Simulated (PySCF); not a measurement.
A PySCF script (with the pyscf-properties extension) for the NMR shieldings of `C(#C)BCSCC`, C$_{5}$H$_{9}$BS, on a GFN2-xTB geometry:

```python
import basis_set_exchange as bse
import numpy as np
from pyscf import gto, dft
from pyscf.prop import nmr

atoms = """
C     2.470074   -0.573491   -1.238184
C     2.126206   -0.325904   -0.111879
B     1.677114   -0.018858    1.310226
C     0.360879   -0.669983    1.864044
S    -0.086084    1.033184    1.353559
C    -0.812289    0.748448   -0.305041
C    -2.233481    0.227096   -0.211853
H     2.789357   -0.790933   -2.216661
H     2.430753    0.481044    2.060659
H     0.195187   -0.776406    2.929413
H    -0.214137   -1.396512    1.302695
H    -0.785431    1.720750   -0.796900
H    -0.154678    0.060915   -0.837394
H    -2.265148   -0.732408    0.300029
H    -2.862664    0.928173    0.331680
H    -2.643256    0.093829   -1.210837
"""
names = dict.fromkeys(["C", "B", "S", "H"], "pcSseg-1")
basis = {el: gto.basis.parse(bse.get_basis(n, elements=[el], fmt="nwchem")) for el, n in names.items()}
mol = gto.M(atom=atoms, basis=basis, charge=0, verbose=0)
mf = dft.RKS(mol, xc="PBE0")
mf.grids.level = 2
mf.grids.alignment = dft.numint.BLKSIZE   # the property module wants whole blocks of grid points
mf.conv_tol = 1e-9
mf.kernel()

calc = nmr.RKS(mf)   # GIAO
C = mf.mo_coeff
Co = C[:, mf.mo_occ > 0]
resp = mf.gen_response(singlet=True, hermi=2)
def vind(x):   # induced exchange potential for any number of trial vectors
    d = np.einsum("pi,xij,qj->xpq", C, 2 * x.reshape(-1, C.shape[1], Co.shape[1]), Co, optimize=True)
    return np.einsum("xpq,pi,qj->xij", resp(d - d.transpose(0, 2, 1)), C, Co, optimize=True).ravel()
mo1, _ = nmr.rhf.solve_mo1(calc, with_cphf=vind)
sigma = calc.kernel(mo1)
for i, s in enumerate(sigma):   # ppm
    w = np.linalg.eigvalsh((s + s.T) / 2)
    print("%2d %-2s iso %8.1f  s11 %8.1f  s22 %8.1f  s33 %8.1f" % (i, mol.atom_pure_symbol(i), w.mean(), *w))
```

Question: What are the results?

Answer: 
```
 0 C  iso     91.8  s11     10.0  s22     24.2  s33    241.1
 1 C  iso     87.8  s11    -17.9  s22     -8.1  s33    289.4
 2 B  iso    117.2  s11     90.7  s22    122.3  s33    138.7
 3 C  iso    158.0  s11    127.1  s22    161.2  s33    185.9
 4 S  iso    690.2  s11    447.1  s22    517.4  s33   1106.0
 5 C  iso    149.9  s11    131.1  s22    139.8  s33    178.8
 6 C  iso    171.3  s11    155.8  s22    169.8  s33    188.3
 7 H  iso     29.9  s11     24.6  s22     25.2  s33     39.9
 8 H  iso     29.0  s11     24.8  s22     27.4  s33     34.8
 9 H  iso     29.8  s11     24.2  s22     25.7  s33     39.4
10 H  iso     30.2  s11     25.4  s22     28.7  s33     36.6
11 H  iso     29.3  s11     23.4  s22     27.8  s33     36.8
12 H  iso     28.8  s11     21.2  s22     29.8  s33     35.3
13 H  iso     30.5  s11     25.5  s22     30.6  s33     35.3
14 H  iso     30.4  s11     25.7  s22     28.4  s33     37.0
15 H  iso     30.4  s11     25.2  s22     27.1  s33     38.8
```

These numbers come from an equivalent density-fitted implementation of the same equations, which agrees with the script to about 0.01 ppm for H and up to a few tenths of a ppm for heavy atoms, so last digits may differ.

Size and cost of the density-fitted run: 171 basis functions, 52 s wall time on 1 thread of an Arm Neoverse N1, shared host; peak memory 0.77 GiB.
